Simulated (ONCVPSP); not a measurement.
u(r) = r·R(r): atom against pseudo-atom (Mg)

Columns: radius, all-electron u(r) and pseudo u(r) of the 2s shell (level -81.92 eV) of magnesium in the configuration [He] 2s2 2p6 3s1 3p1; PBE, scalar-relativistic, ONCV scheme, ONCVPSP 4.0.1.

```tsv
r (bohr)	all-electron	pseudo
0.065	-0.5588	0.2278
0.130	-0.3276	0.4456
0.195	0.1084	0.6444
0.260	0.5237	0.8163
0.325	0.8447	0.9559
0.390	1.0606	1.0599
0.455	1.1839	1.1274
0.520	1.2342	1.1600
0.585	1.2308	1.1606
0.650	1.1906	1.1343
0.715	1.1266	1.0863
0.780	1.0485	1.0225
0.845	0.9634	0.9483
0.910	0.8764	0.8685
0.975	0.7908	0.7873
1.040	0.7088	0.7075
1.105	0.6319	0.6316
1.170	0.5608	0.5607
1.235	0.4957	0.4957
1.300	0.4368	0.4367
1.365	0.3837	0.3837
1.430	0.3363	0.3363
1.495	0.2942	0.2941
1.560	0.2567	0.2567
1.625	0.2237	0.2237
1.690	0.1945	0.1945
```

(1) How many radial nodes do the two functions have?

(2) At about which radius was the pseudo-wave matched?

(3) Is the pseudo-wave norm-conserving?

Answers

(1) The all-electron 2s function has n − l − 1 = 1; the pseudo-wave has 0, since the states of the same l below it are removed with the core.

(2) 1.30 bohr. The columns agree to 0.0005 from 1.10 bohr on; several derivatives are matched, so the curves merge somewhat inside the radius.

(3) Yes: the ONCV scheme keeps the norm inside the radius equal to the all-electron one, which fixes the energy derivative of the logarithmic derivative at the level.
